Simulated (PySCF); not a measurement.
SMILES FC[CH2][GeH3] (C₂H₇FGe) (GFN2-xTB optimised geometry):

```
11

F      2.021     0.145     0.839
C      1.582    -0.862     0.000
C      0.067    -0.862     0.000
Ge    -0.556     1.018     0.000
H      2.021    -1.794     0.369
H      1.983    -0.625    -0.990
H     -0.297    -1.412    -0.866
H     -0.308    -1.366     0.891
H     -0.325     1.663     1.320
H      0.161     1.794    -1.054
H     -2.021     1.067    -0.302
```

Level of theory: PySCF with PBE0/def2-TZVP.

### Question
What are the frontier orbital energies and the dipole moment?

### Answer
HOMO-2 -9.33 eV, HOMO-1 -9.29 eV, HOMO -8.66 eV, LUMO 0.95 eV, LUMO+1 1.41 eV; dipole moment 1.90 D.

Meta-Löwdin charges at PBE0/def2-TZVP: F1 -0.33, C2 0.09, C3 -0.42, Ge4 0.36, H5 0.11, H6 0.11, H7 0.13, H8 0.12, H9 -0.05, H10 -0.06, H11 -0.07.
